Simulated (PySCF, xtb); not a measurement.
C3H4Cl2Ge, SMILES C1(Cl)=[CH][Ge@@H]([CH2]1)[Cl].

Harmonic wavenumbers (cm⁻¹) from GFN2-xTB in xtb at its own minimum, in rising order: 57, 128, 197, 267, 300, 376, 411, 500, 536, 607, 616, 682, 802, 811, 1005, 1045, 1102, 1172, 1422, 1585, 1763, 2973, 2994, 3103.

### Question
What does PySCF 2.14.0 with PBE0-D3(BJ)/def2-SVP give at its own minimum? (The exact figures need the calculation; the answer reports its results.)

### Answer
60, 152, 223, 295, 334, 427, 438, 581, 617, 667, 711, 771, 852, 869, 1019, 1074, 1092, 1205, 1416, 1618, 2179, 3098, 3167, 3264. Paired by order, the mean absolute difference is 71 cm⁻¹ and the zero-point energies are 35.0 and 37.4 kcal/mol.
